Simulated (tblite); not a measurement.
Species: C5H4N3 (doublet state).
Numbering: `[CH3:1][n:2]1[c:3][cH:4][n:5][c:6]1[C:7]#[N:8]` (hydrogens: H9, H10, H11 on C1; H12 on C4)
Bond orders are those of one Lewis drawing.

Computed with GFN2-xTB (tblite), gas phase: L-BFGS steps from a force-field or distance-geometry start until the largest atomic force falls under 0.01 eV/Å.

Step 0: E = -581.4514 eV
```
atom  x, y, z in Å  |  force x, y, z in eV/Å
C1     -1.2245   -1.1244   -0.1953   -0.354   0.215   0.096
N2      0.0169   -0.4092   -0.1719    0.182  -0.330  -0.015
C3      1.2304   -0.9275   -0.5760   -0.631   2.141   0.790
C4      2.1236    0.0987   -0.3736    0.517   0.348   0.211
N5      1.5040    1.1928    0.1750    0.613  -1.600  -0.840
C6      0.2254    0.8669    0.2801   -0.684   0.028   0.134
C7     -0.7845    1.7324    0.7946   -0.759   0.133   0.244
N8     -1.6498    2.3847    1.2113    1.359  -0.950  -0.643
H9     -1.0698   -2.1266   -0.6013    0.034   0.159   0.057
H10    -1.6226   -1.1967    0.8301   -0.039  -0.019  -0.356
H11    -1.9317   -0.5715   -0.8334   -0.003  -0.263   0.241
H12     3.1839    0.0798   -0.5655   -0.234   0.139   0.081
```

Step 1: E = -581.5232 eV
```
atom  x, y, z in Å  |  force x, y, z in eV/Å
C1     -1.2296   -1.1213   -0.1939    0.015  -0.029  -0.033
N2      0.0195   -0.4140   -0.1721   -0.502   0.272   0.304
C3      1.2214   -0.8969   -0.5647   -0.265   0.693   0.213
C4      2.1310    0.1036   -0.3706    0.489   0.095   0.071
N5      1.5127    1.1700    0.1630   -0.229  -0.354  -0.185
C6      0.2157    0.8673    0.2820   -0.045  -0.035  -0.005
C7     -0.7954    1.7343    0.7980    2.787  -2.463  -1.438
N8     -1.6304    2.3711    1.2022   -2.116   1.677   1.033
H9     -1.0693   -2.1243   -0.6005   -0.011   0.166   0.064
H10    -1.6232   -1.1970    0.8250   -0.097  -0.008  -0.159
H11    -1.9318   -0.5752   -0.8300   -0.111  -0.124   0.117
H12     3.1806    0.0818   -0.5644    0.084   0.112   0.017
```

**Question.** Estimate the geometry and energy of step 2. (The exact step hangs on the optimiser's Hessian estimate; all steps are aligned on step 1, rigid shifts and turns removed.)

**Answer.** E = -581.5418 eV, largest force 2.078 eV/Å
```
atom  x, y, z in Å  |  force x, y, z in eV/Å
C1     -1.2339   -1.1189   -0.1931    0.271  -0.214  -0.118
N2      0.0165   -0.4153   -0.1690   -0.899   0.552   0.433
C3      1.2106   -0.8625   -0.5524    0.077  -0.862  -0.391
C4      2.1427    0.1091   -0.3672    0.236  -0.248  -0.072
N5      1.5181    1.1460    0.1504   -0.696   1.111   0.494
C6      0.2065    0.8673    0.2836    0.978  -0.530  -0.378
C7     -0.7757    1.7101    0.7860   -1.567   1.137   0.754
N8     -1.6354    2.3767    1.2049    1.494  -1.151  -0.735
H9     -1.0690   -2.1206   -0.5991   -0.026   0.112   0.043
H10    -1.6247   -1.1973    0.8188   -0.165  -0.006   0.059
H11    -1.9330   -0.5799   -0.8257   -0.226   0.019  -0.018
H12     3.1785    0.0848   -0.5632    0.521   0.080  -0.070
```

The energy changes by -0.0186 eV. The first-order estimate −F·Δx gives -0.2055 eV and the mean of the old and new forces, exact on a quadratic surface, -0.0214 eV. The step makes an angle of 49° with the force vector and moves no atom by more than 0.038 Å.

What follows is the cost of the whole relaxation. Time: under 0.1 s wall. Hardware: one thread of an Arm Neoverse V1, no GPU, shared host.
